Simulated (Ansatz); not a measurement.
C$_{3}$H$_{6}$ClNSi, SMILES `C[Si]1(Cl)CC1=N`, relaxed with RKS PBE-D4/def2-SVP in the Gaussian-basis code of Ansatz from a rough embedded geometry. The force threshold is 0.03 eV/Å; the program also tests the step.

The species carries charge 0 and has multiplicity 1.

Start:

```xyz
12

C    -0.510   -1.572    0.885
Si    0.769   -0.391    0.178
Cl    1.839    0.359    1.733
C    -0.489    1.489   -0.290
C     0.380    0.739   -1.033
N     0.693    1.055   -2.243
H    -1.138   -1.923    0.032
H    -1.148   -1.027    1.546
H    -0.079   -2.354    1.367
H    -0.199    2.144    0.523
H    -1.534    1.056   -0.091
H     1.416    0.427   -2.607
```

```tsv
step	energy (eV)	largest force (eV/Å)	largest move (Å)
1	-25071.8845	6.393	0.000
2	-25072.8137	3.950	0.190
3	-25073.2305	1.521	0.194
4	-25073.4582	1.653	0.143
5	-25073.8379	1.206	0.200
6	-25074.0275	0.565	0.200
7	-25074.0788	0.289	0.132
8	-25074.0881	0.220	0.053
9	-25074.0906	0.078	0.041
10	-25074.0919	0.057	0.025
11	-25074.0930	0.029	0.052
```

End:

```xyz
12

C    -0.557   -1.644    0.965
Si    0.396   -0.091    0.528
Cl    1.999    0.214    1.829
C    -0.507    1.421   -0.150
C     0.428    0.744   -1.147
N     0.829    1.078   -2.308
H    -1.378   -1.797    0.236
H    -0.993   -1.553    1.981
H     0.106   -2.531    0.949
H    -0.268    2.472    0.107
H    -1.592    1.287   -0.343
H     1.539    0.402   -2.646
```

Run time 19 s (4 threads of an Arm Neoverse V1 on a shared host); peak host memory 0.17 GiB.
